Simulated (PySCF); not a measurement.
Compound: C4H4F2OS.
Z-matrix (Å and degrees, PBE0-D3(BJ)/def2-SVP geometry), rows numbered from 1:
```
O 
C   1  1.1949
C   2  1.5235  1  125.92
F   3  1.3552  2  111.65  1     6.79
C   3  1.5223  2  105.46  1   128.86
S   5  1.8422  3  107.39  2    26.98
C   2  1.5252  1  126.20  3   176.36
F   7  1.3754  2  108.15  1   109.85
H   3  1.1050  2  107.26  1  -113.18
H   5  1.0976  3  113.34  2   148.34
H   5  1.0995  3  108.07  2   -90.47
H   7  1.0987  2  112.58  1   -11.15
```

Computed with core-valence-separated Tamm–Dancoff BHandHLYP/aug-pcX-1 (pcseg-1 on H, def2-SVPD on S) in PySCF, non-relativistic, gas phase, PBE0-D3(BJ)/def2-SVP geometry. Absolute energies from this functional tend to lie a few eV below measured edges; no shift was applied.

Task: What does the O 1s absorption edge look like?

Result: 
| E (eV) | f | core hole on | main final orbital | polarisation |
| --- | --- | --- | --- | --- |
| 528.42 | 0.0533 | O1 | LUMO (79 %) | normal to the local trigonal plane |
| 534.34 | 0.0007 | O1 | LUMO+1 (51 %) | – |
| 534.92 | 0.0048 | O1 | LUMO+2 (60 %) | in the local trigonal plane |
| 535.31 | 0.0033 | O1 | LUMO+3 (43 %) | in the local trigonal plane |
| 535.55 | 0.0002 | O1 | LUMO+4 (35 %) | – |
| 535.74 | 0.0020 | O1 | LUMO+5 (67 %) | mixed |
| 535.92 | 0.0011 | O1 | LUMO+6 (69 %) | in the local trigonal plane |

The first line with a tenth or more of the strongest one's intensity is at 528.42 eV (f = 0.053), with the hole on O1 (ketone oxygen), polarised normal to the local trigonal plane: a 1s→π* resonance. It is also the strongest listed.

Task: What does the C 1s absorption edge look like?

Result: 
```
E (eV)       f  core hole on  main final orbital                        polarisation
283.34  0.0768            C2         LUMO (76 %)  normal to the local trigonal plane
285.22  0.0500            C5              spread                                   –
286.26  0.0099            C5         LUMO (80 %)                                   –
286.72  0.0336            C7         LUMO (75 %)                                   –
286.78  0.0128            C3         LUMO (80 %)                                   –
286.97  0.0213            C5       LUMO+1 (56 %)                                   –
287.35  0.0159            C5       LUMO+3 (37 %)                                   –
287.63  0.0520            C7              spread                                   –
287.71  0.0163            C5       LUMO+4 (30 %)                                   –
287.74  0.0397            C3              spread                                   –
288.70  0.0199            C3       LUMO+1 (43 %)                                   –
288.82  0.0057            C5              spread                                   –
289.01  0.0026            C5       LUMO+5 (31 %)                                   –
289.11  0.0276            C7              spread                                   –
289.24  0.0183            C3       LUMO+2 (47 %)                                   –
289.24  0.0046            C2       LUMO+1 (48 %)                               mixed
289.32  0.0021            C5       LUMO+7 (33 %)                                   –
289.39  0.0032            C5       LUMO+8 (34 %)                                   –
289.40  0.0151            C2       LUMO+2 (60 %)         in the local trigonal plane
```

The first line with a tenth or more of the strongest one's intensity is at 283.34 eV (f = 0.077), with the hole on C2 (ketone carbonyl carbon), polarised normal to the local trigonal plane: a 1s→π* resonance. It is also the strongest listed.

Task: Give energies, oscillator strengths and core holes at the F K edge.

Result: 
| E (eV) | f | core hole on | main final orbital |
| --- | --- | --- | --- |
| 684.53 | 0.0263 | F8 | LUMO (58 %) |
| 685.09 | 0.0230 | F4 | LUMO (48 %) |
| 686.33 | 0.0076 | F4 | LUMO (45 %) |
| 686.62 | 0.0123 | F8 | spread |
| 687.07 | 0.0065 | F4 | LUMO+1 (72 %) |
| 687.09 | 0.0005 | F8 | LUMO+1 (39 %) |
| 687.53 | 0.0031 | F4 | LUMO+2 (52 %) |
| 687.57 | 0.0017 | F8 | LUMO+2 (43 %) |
| 688.01 | 0.0017 | F4 | LUMO+4 (61 %) |
| 688.07 | 0.0002 | F8 | LUMO+4 (52 %) |

The first line with a tenth or more of the strongest one's intensity is at 684.53 eV (f = 0.026), with the hole on F8 (alkyl fluorine). It is also the strongest listed.

Roots within 0.03 eV whose holes lie on the same, on equivalent or on shared atoms are summed into one line, and the highest roots are left out, as the search may have cut off their partners. Final orbitals are the ground state's empty Kohn–Sham orbitals. A dash: too weak, shared between unlike atoms, or no plane or axis to refer to.

Task: What are the wavelength and the wavenumber of the 528.42 eV line?

Result: λ = 12398.42 eV Å/528.42 eV = 23.463 Å; 4.2620 × 10⁶ cm⁻¹.

Only the lowest roots of each edge were sought.

Cost: about 50 s of CPU time on one thread; the machine was shared, so the figure is rough.

One conformer stands for the species.
